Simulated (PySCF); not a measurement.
C4H5NOS.
Bonds: O1–C2, C2–C3, C3–C4 (aromatic), C4–N5 (aromatic), N5–C6 (aromatic), C6–S7 (aromatic), C3–S7 (aromatic). Hydrogens: H8 on O1; H9, H10 on C2; H11 on C4; H12 on C6.

Structure optimised with GFN2-xTB, isolated species.

Problem. What internal coordinates does the optimisation give?

Solution. 
```csv
bond,length (Å)
O1–C2,1.410
C2–C3,1.495
C3–C4,1.364
C4–N5,1.351
N5–C6,1.281
C6–S7,1.735
C3–S7,1.732
O1–H8,0.964
"C2–H9, C2–H10",1.096
C4–H11,1.075
C6–H12,1.072
```

Bonds in one row agree within 0.01 Å and their mean is given. A selection of angles:
```csv
angle,degrees
C2–O1–H8,109.2
O1–C2–C3,112.6
O1–C2–H9,110.7
O1–C2–H10,105.4
C3–C2–H9,108.8
H9–C2–H10,108.8
C2–C3–C4,128.0
C2–C3–S7,122.6
C4–C3–S7,109.3
C3–C4–N5,115.7
C3–C4–H11,125.4
N5–C4–H11,118.8
C4–N5–C6,111.5
N5–C6–S7,115.2
N5–C6–H12,123.9
S7–C6–H12,120.8
C3–S7–C6,88.2
```

Dihedral angles: O1–C2–C3–C4 93° (anticlinal); H8–O1–C2–C3 -58° (synclinal). The mirror-image conformer, all signs reversed, is as good.

The 2 C–C bonds span 1.364 Å (C3–C4, aromatic) to 1.495 Å (C2–C3, drawn single), a spread of 0.131 Å. The 2 C–N bonds span 1.281 Å (N5–C6, aromatic) to 1.351 Å (C4–N5, aromatic), a spread of 0.070 Å. The 5-membered ring C3–C4–N5–C6–S7 has internal angles of 88.2° to 115.7°; it is planar, 0.00 Å rms from its mean plane, widest ring torsion 0°.

Point group: C1 (no symmetry element, even within 0.4 Å). Whether it is a minimum is left open (no frequencies). One conformer, not necessarily the lowest (H–O1–C2–C3 -58°, O1–C2–C3–C4 93°).

All values are computed, not measured.
